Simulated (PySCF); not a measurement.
Simulated absorption spectrum

Species: GeHBr3.
Z-matrix (Å and degrees, PBE0-D3(BJ)/def2-SVP geometry), rows numbered from 1:
```
Ge
H   1  1.5301
Br  1  2.2897  2  110.09
Br  1  2.2871  2  110.33  3  -120.35
Br  1  2.2867  2  109.91  3   120.43
```

Computed, not measured: PySCF 2.14.0, density-fitted response routines, TDDFT PBE0/def2-SVPD, vertical, gas phase, core orbitals frozen in the response. Relativistic effects, spin–orbit coupling among them, are left out although an element past zinc is present.

Each state is given a Gaussian of 0.5 eV full width at half maximum, with ε(max) = 2.175×10⁸ f / Δν̃ (Δν̃ the width in cm⁻¹). The width is an assumption, not a result. The curve ends short of the highest state used, and states not computed would add to its high-energy end.

E (eV), ε (L mol⁻¹ cm⁻¹) and a bar:
```
     4.34          0 
     4.45          0 
     4.55          1 
     4.66          5 
     4.77         26 
     4.87        104 #
     4.98        364 ##
     5.09        984 ######
     5.19       1948 ############
     5.30       3259 #####################
     5.41       4323 ############################
     5.51       4684 ##############################
     5.62       4387 ############################
     5.73       3645 #######################
     5.83       2810 ##################
     5.94       1859 ############
     6.04       1097 #######
     6.15        510 ###
     6.26        233 #
     6.36        225 #
     6.47        469 ###
     6.58        993 ######
     6.68       1689 ###########
     6.79       2573 ################
```

**Question.** Locate the maxima and give the states behind the curve.

**Answer.** 225 nm (5.51 eV), ε about 4700, made up of S2 (29%), S3 (30%) and S4 (23%) (ε in L mol⁻¹ cm⁻¹; maxima over ε = 5, shares over 10%). At its high-energy end, 6.79 eV, the curve is still rising (ε about 2600, from S7, S8, S10, S12 and S13). The states used: S1 5.09 eV (f 0.0000); S2 5.42 eV (f 0.028); S3 5.44 eV (f 0.028); S4 5.52 eV (f 0.020); S5 5.78 eV (f 0.017); S6 5.80 eV (f 0.020); S7 6.78 eV (f 0.012); S8 6.81 eV (f 0.012); S9 6.99 eV (f 0.0004); S10 7.00 eV (f 0.010); S11 7.02 eV (f 0.0028); S12 7.04 eV (f 0.011); S13 7.10 eV (f 0.018); S14 7.13 eV (f 0.016); S15 7.39 eV (f 0.0001).

**Question.** What would ε be at 5.51 eV, the highest of these maxima, with half the width (0.25 eV)?

**Answer.** About 6760 L mol⁻¹ cm⁻¹ against 4690, a factor of about 1.4; a lone state at its own centre would give exactly 2.

**Question.** Coming from long wavelengths, where does ε first pass 100 L mol⁻¹ cm⁻¹?

**Answer.** At about 255 nm (4.87 eV), 0.22 eV below S1.

**Question.** On this curve, what absorbance would a 10⁻⁴ mol/L sample give at 266 nm over a 1 cm path?

**Answer.** 266 nm is 4.661 eV, where ε is about 4.7 L mol⁻¹ cm⁻¹, so A = ε c l ≈ 0.00047 (Beer–Lambert, with the gas-phase spectrum and the assumed width).

All these states lie below the vertical ionisation energy of 10.50 eV (ΔSCF).
